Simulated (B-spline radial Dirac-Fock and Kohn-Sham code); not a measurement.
## Elastic and transport cross sections of niobium for electrons

Model: relativistic (Dirac) partial waves in the static field of the Dirac-Fock atom with Furness-McCarthy exchange, without polarisation or absorption potentials. Program: a radial B-spline solver. σ_tr1 and σ_tr2 weight the cross section with 1 − P₁ and 1 − P₂ of cos θ; "backward" is the share scattered beyond 90°.

```
energy (eV)  σ (a₀²)  σ_tr1 (a₀²)  σ_tr2 (a₀²)  σ/σ_tr1  backward (%)
      30600     1.05       0.0108       0.0247     97.6          0.13
      33300    0.987      0.00937       0.0217      105          0.12
      38800    0.881      0.00727       0.0170      121         0.098
      38900    0.879      0.00724       0.0170      121         0.098
      39000    0.878      0.00721       0.0169      122         0.097
      41600    0.837      0.00648       0.0153      129         0.089
      42500    0.823      0.00625       0.0148      132         0.087
      42800    0.819      0.00618       0.0146      133         0.086
      50000    0.730      0.00477       0.0114      153         0.070
      52000    0.709      0.00447       0.0107      159         0.067
      54100    0.688      0.00418       0.0101      165         0.064
     100000    0.443      0.00151      0.00376      294         0.028
     143000    0.350     0.000836      0.00213      419         0.017
     148000        ?            ?            ?        ?             ?
     156000    0.331     0.000725      0.00186      457         0.015
     200000    0.286     0.000486      0.00126      589         0.011
     300000    0.233     0.000256     0.000675      909        0.0059
```

Q: Fill in the row for 148 keV.

A: σ = 0.342 a₀², σ_tr1 = 0.000790 a₀², σ_tr2 = 0.00202 a₀², σ/σ_tr1 = 433, backward 0.017 %. The ratio σ/σ_tr1 is roughly the number of elastic collisions that randomise the direction.

Values without a named source are computed, but for edge energies of neutral atoms, which are taken from tables.
